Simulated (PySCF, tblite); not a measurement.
Isomers of C7H13NSi2, one GFN2-xTB conformer each. Single-point energies are computed at PBE0/pcSseg-1 (PySCF, gas phase, no added dispersion term), electronic only.

| SMILES | GFN2-xTB relative energy (kcal/mol) |
| --- | --- |
| C#C[Si@@](N)(CC)[SiH2]C#CC | 74.8 |
| C=C(C)C1=C[Si@H](N[SiH3])C=C1 | 8.9 |
| C#CC#C[Si@@H](CCC)[SiH2]N | 68.1 |
| C[Si@@](N)([SiH3])c1ccccc1 | 0.0 |
| [SiH3]CC[SiH2]c1ccccn1 | 3.9 |
| C=CCC1=C[Si@@H](N[SiH3])C=C1 | 13.6 |

Conformers: `[CH:1]#[C:2][Si@@:3]([NH2:4])([CH2:5][CH3:6])[SiH2:7][C:8]#[C:9][CH3:10]` with C2–Si3–N4–H 64° and -74°, C2–Si3–C5–C6 -56°, C2–Si3–Si7–C8 66°; `[CH2:1]=[C:2]([CH3:3])[C:4]1=[CH:5][Si@H:6]([NH:7][SiH3:8])[CH:9]=[CH:10]1` with C1–C2–C4–C5 -154°, C5–Si6–N7–Si8 173°; `[CH:1]#[C:2][C:3]#[C:4][Si@@H:5]([CH2:6][CH2:7][CH3:8])[SiH2:9][NH2:10]` with C4–Si5–C6–C7 -59°, Si5–C6–C7–C8 -178°, C4–Si5–Si9–N10 59°, Si5–Si9–N10–H 174° and -48°; `[CH3:1][Si@@:2]([NH2:3])([SiH3:4])[c:5]1[cH:6][cH:7][cH:8][cH:9][cH:10]1` with C1–Si2–N3–H 180° and -39°, C1–Si2–C5–C6 -86°; `[SiH3:1][CH2:2][CH2:3][SiH2:4][c:5]1[cH:6][cH:7][cH:8][cH:9][n:10]1` with Si1–C2–C3–Si4 178°, C2–C3–Si4–C5 -173°, C3–Si4–C5–C6 -179°; `[CH2:1]=[CH:2][CH2:3][C:4]1=[CH:5][Si@@H:6]([NH:7][SiH3:8])[CH:9]=[CH:10]1` with C1–C2–C3–C4 -114°, C2–C3–C4–C5 -108°, C5–Si6–N7–Si8 -172°.

Q: What does PBE0/pcSseg-1 give for the same structures?

A: 
| SMILES | PBE0/pcSseg-1 E (Eh) | PBE0/pcSseg-1 (kcal/mol) | GFN2-xTB (kcal/mol) | point group |
| --- | --- | --- | --- | --- |
| C[Si@@](N)([SiH3])c1ccccc1 | -907.64330 | 0.0 | 0.0 | C1 |
| [SiH3]CC[SiH2]c1ccccn1 | -907.59291 | 31.6 | 3.9 | near Cs |
| C=C(C)C1=C[Si@H](N[SiH3])C=C1 | -907.59266 | 31.8 | 8.9 | C1 |
| C=CCC1=C[Si@@H](N[SiH3])C=C1 | -907.58526 | 36.4 | 13.6 | C1 |
| C#C[Si@@](N)(CC)[SiH2]C#CC | -907.53060 | 70.7 | 74.8 | C1 |
| C#CC#C[Si@@H](CCC)[SiH2]N | -907.51055 | 83.3 | 68.1 | C1 |

Both levels put the same isomer lowest; measured from each level's own lowest isomer, the values differ by up to 27.7 kcal/mol ([SiH3]CC[SiH2]c1ccccn1: 3.9 against 31.6). As drawn, the lowest has an aromatic ring, which the highest lacks; the highest has a C≡C bond, which the lowest lacks. Neighbours under 2.5 kcal/mol apart ([SiH3]CC[SiH2]c1ccccn1 and C=C(C)C1=C[Si@H](N[SiH3])C=C1) can change places with a better method, another conformer or zero-point energy.

Q: Which frontier levels, dipoles and rotational constants go with these structures?

A: 
```
                       SMILES  HOMO (eV, PBE0/pcSseg-1)  LUMO (eV)  dipole (D)        A, B, C (MHz)
   C[Si@@](N)([SiH3])c1ccccc1                     -7.05      -0.53        1.60   1571, 614.6, 530.3
       [SiH3]CC[SiH2]c1ccccn1                     -7.14      -0.92        2.38   2810, 359.8, 322.7
C=C(C)C1=C[Si@H](N[SiH3])C=C1                     -6.41      -1.73        1.13   2775, 423.8, 385.9
 C=CCC1=C[Si@@H](N[SiH3])C=C1                     -6.53      -1.52        1.04   2504, 394.8, 391.3
   C#C[Si@@](N)(CC)[SiH2]C#CC                     -7.21      -0.20        1.88   1527, 474.1, 431.5
    C#CC#C[Si@@H](CCC)[SiH2]N                     -7.15      -1.25        0.89  705.8, 643.5, 352.6
```

Q: What happens when harmonic zero-point energies from GFN2-xTB frequencies are added?

A: 
| SMILES | ZPE (kcal/mol) | electronic (kcal/mol) | with ZPE (kcal/mol) |
| --- | --- | --- | --- |
| C[Si@@](N)([SiH3])c1ccccc1 | 109.3 | 0.0 | 0.0 |
| [SiH3]CC[SiH2]c1ccccn1 | 107.1 | 31.6 | 29.4 |
| C=C(C)C1=C[Si@H](N[SiH3])C=C1 | 107.7 | 31.8 | 30.1 |
| C=CCC1=C[Si@@H](N[SiH3])C=C1 | 107.7 | 36.4 | 34.8 |
| C#C[Si@@](N)(CC)[SiH2]C#CC | 108.3 | 70.7 | 69.7 |
| C#CC#C[Si@@H](CCC)[SiH2]N | 107.6 | 83.3 | 81.5 |

The zero-point energies span 2.2 kcal/mol. The order is unchanged.
